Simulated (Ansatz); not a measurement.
imidazole (C₃H₄N₂), singlet, geometry from GFN2-xTB; B3LYP/aug-cc-pVTZ (Ansatz, a first-principles code).

Input for Ansatz:
Ansatz 0.2 input:
```yaml
crystal:
  periodic: [false, false, false]
  atoms:
    - {symbol: C, position_ang: [-0.87926852, -0.76339748, 0.04858548]}
    - {symbol: C, position_ang: [-0.96202246, 0.56432664, -0.25421761]}
    - {symbol: N, position_ang: [0.31805837, 1.03809943, -0.18491635]}
    - {symbol: C, position_ang: [1.10334047, -0.01349464, 0.15238088]}
    - {symbol: N, position_ang: [0.41157672, -1.10582153, 0.29859860]}
    - {symbol: H, position_ang: [-1.66205207, -1.49245763, 0.10269600]}
    - {symbol: H, position_ang: [-1.79241603, 1.19152933, -0.50441862]}
    - {symbol: H, position_ang: [0.61008633, 1.98662468, -0.35368542]}
    - {symbol: H, position_ang: [2.16463922, 0.06375122, 0.27913983]}
basis:
  gaussian:
    orbitals: aug-cc-pVTZ
hamiltonian:
  xc: b3lyp
```

Output, abridged:

```
Functional definition: B3LYP
1257 factors; their error is unknown
mean field evaluation 1: about -6147.7778 eV, gradient 6.8e1 eV
mean field evaluation 2: about -6124.8595 eV, gradient 1.2e2 eV
mean field evaluation 4: about -6157.6365 eV, gradient 1.5e1 eV
mean field evaluation 8: about -6158.0904 eV, gradient 2.8e-1 eV
mean field evaluation 16: about -6158.0628 eV, gradient 2.1e-4 eV
mean field -6158.06284936 eV, -226.3046356292 hartree, gradient 3.4e-5 eV, S^2 0.000000; 0 other end points of the search recorded, 0 dependent functions left out
reference -6158.06313754 eV, -226.3046462194 hartree; 18, 18 occupied and 304, 304 virtual orbitals, 1257 factors
Total energy: -6158.06313754 eV, -226.3046462194 hartree
```
